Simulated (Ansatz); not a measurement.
`COC#C[SiH3]` + `[OH][Ge][OH]` → `C[O][Ge][OH]` + `OC#C[SiH3]`  (substitution at a C–O bond)

Computed with Ansatz on PBE0-D4/def2-TZVP structures; ΔE is electronic, products minus reactants. CBS: MP2 limit from def2 TZ/QZ plus the TZ coupled-cluster correction, frozen cores. DFT in def2-TZVPP. B3LYP here is the variant with VWN-RPA as its local correlation; programs differ in this. For Ge outer-core shells are correlated without core-valence functions, which leaves a few kJ/mol of doubt a bond. Scalar relativity is left out up to krypton. Each species was taken in one conformer, which may not be the lowest.

`COC#C[SiH3]`:

Cartesian coordinates in Å:
```
C 0.409 1.369 2.070
O -0.486 1.515 0.957
C -0.404 0.591 0.068
C -0.348 -0.265 -0.786
Si -0.276 -1.538 -2.065
H 0.205 0.432 2.590
H 0.214 2.217 2.723
H 1.442 1.388 1.720
H 0.743 -2.554 -1.696
H -1.593 -2.212 -2.206
H 0.095 -0.942 -3.375
```

`[OH][Ge][OH]`:

```xyz
5

O    -0.694   -0.182    1.206
Ge    0.898   -0.701    0.575
O     0.912    0.013   -1.066
H    -1.264    0.349    0.642
H     0.149    0.520   -1.356
```

`C[O][Ge][OH]`:

```xyz
8

C     0.931    0.597   -0.421
O    -0.391    1.076   -0.293
Ge   -1.807    0.218    0.329
O    -0.999   -1.347    0.702
H     1.599    1.225    0.177
H     1.030   -0.440   -0.093
H     1.238    0.671   -1.468
H    -1.600   -2.001    1.067
```

`OC#C[SiH3]`:

```xyz
8

O     0.443    1.144   -2.492
C     0.233    0.615   -1.328
C    -0.005    0.178   -0.226
Si   -0.352   -0.486    1.420
H     1.020    0.579   -3.022
H    -1.803   -0.764    1.572
H     0.403   -1.750    1.610
H     0.061    0.485    2.466
```

Is it downhill or uphill in electronic energy at CCSD(T)/CBS, and by how much? (An estimate is asked.)

The calculation gave: Uphill: ΔE = +2.1 kcal/mol.

What do these levels give: PBE-D4, B2PLYP, r2SCAN, PBE0, B3LYP, HF/def2-TZVPP, MP2/def2-TZVPP, SCS-MP2/def2-TZVPP, CCSD/def2-TZVPP, HF/CBS(def2), MP2/CBS(def2), CCSD/CBS(def2)? (An estimate is asked.)

Ansatz gave: PBE-D4 1.8, B2PLYP 2.5, r2SCAN 1.8, PBE0 2.0, B3LYP 2.7, HF/def2-TZVPP 3.4, MP2/def2-TZVPP 2.5, SCS-MP2/def2-TZVPP 2.6, CCSD/def2-TZVPP 2.2, HF/CBS(def2) 3.4, MP2/CBS(def2) 2.5, CCSD/CBS(def2) 2.2 kcal/mol.

Largest T1 diagnostic among the species: 0.015.

In def2-TZVPP, CCSD(T) changes the Hartree–Fock value by −1.3 kcal/mol (the triples alone add −0.1 kcal/mol) and MP2 by −0.9 kcal/mol.
